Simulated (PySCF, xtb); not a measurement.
Sn(Cl)(SH) (ClHSSn), SMILES [SH][Sn][Cl] (connectivity only; charge and spin as stated), neutral, multiplicity 1. Other conformers were not sampled.

Harmonic wavenumbers (cm⁻¹) from GFN2-xTB (xtb) at its own minimum, in rising order: 104, 226, 317, 330, 510, 2389.

Task: What does PySCF 2.14.0 with PBE0-D3(BJ)/def2-TZVP give at its own minimum? (The exact figures need the calculation; the answer reports its results.)

Result: 114, 327, 337, 352, 659, 2697. Paired by order, the mean absolute difference is 102 cm⁻¹ and the zero-point energies are 5.5 and 6.4 kcal/mol.
